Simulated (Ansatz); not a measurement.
C3H9BF2Si (`C[Si](C)(C)B(F)F`). Charge 0, multiplicity 1. Geometry: relaxed with PBE0-D4/def2-TZVP. It is one conformer, not always the lowest.

```xyz
16

C    -0.278   -0.331   -1.802
Si    0.041   -0.030    0.024
C     1.008    1.556    0.268
C    -1.594    0.049    0.944
B     1.109   -1.610    0.754
F     0.634   -2.848    0.711
F     2.310   -1.490    1.299
H     0.653   -0.372   -2.371
H    -0.810   -1.272   -1.959
H    -0.890    0.474   -2.219
H     1.211    1.737    1.326
H     0.451    2.414   -0.119
H     1.969    1.517   -0.252
H    -1.447    0.235    2.010
H    -2.216    0.857    0.546
H    -2.151   -0.886    0.839
```

Task: What is the dipole moment at B3LYP/def2-TZVPP? (Best estimate.)

Result: Computed: 1.87 D, with components (-0.97, 1.45, -0.67) D in this frame, pointing from negative to positive charge.

Task: And with PBE, r2SCAN, ωB97M-V? (Best estimate.)

Result: Computed: PBE 1.78 D, r2SCAN 1.84 D, ωB97M-V 1.87 D.

Task: Give the Mulliken charges with B3LYP, PBE, r2SCAN in def2-TZVPP. (An estimate is asked.)

Result: Computed: 
```json
{"atom": "C1", "B3LYP": "-0.40", "PBE": "-0.38", "r2SCAN": "-0.32"}
{"atom": "Si2", "B3LYP": "0.29", "PBE": "0.19", "r2SCAN": "0.33"}
{"atom": "C3", "B3LYP": "-0.38", "PBE": "-0.36", "r2SCAN": "-0.30"}
{"atom": "C4", "B3LYP": "-0.40", "PBE": "-0.38", "r2SCAN": "-0.32"}
{"atom": "B5", "B3LYP": "0.49", "PBE": "0.42", "r2SCAN": "0.48"}
{"atom": "F6", "B3LYP": "-0.23", "PBE": "-0.19", "r2SCAN": "-0.25"}
{"atom": "F7", "B3LYP": "-0.23", "PBE": "-0.19", "r2SCAN": "-0.25"}
{"atom": "H8", "B3LYP": "0.09", "PBE": "0.10", "r2SCAN": "0.07"}
{"atom": "H9", "B3LYP": "0.10", "PBE": "0.11", "r2SCAN": "0.08"}
{"atom": "H10", "B3LYP": "0.09", "PBE": "0.10", "r2SCAN": "0.07"}
{"atom": "H11", "B3LYP": "0.10", "PBE": "0.10", "r2SCAN": "0.07"}
{"atom": "H12", "B3LYP": "0.09", "PBE": "0.09", "r2SCAN": "0.07"}
{"atom": "H13", "B3LYP": "0.10", "PBE": "0.10", "r2SCAN": "0.07"}
{"atom": "H14", "B3LYP": "0.09", "PBE": "0.10", "r2SCAN": "0.07"}
{"atom": "H15", "B3LYP": "0.09", "PBE": "0.10", "r2SCAN": "0.07"}
{"atom": "H16", "B3LYP": "0.10", "PBE": "0.11", "r2SCAN": "0.08"}
```

B3LYP here is the variant with VWN-RPA as its local correlation; programs differ in this.
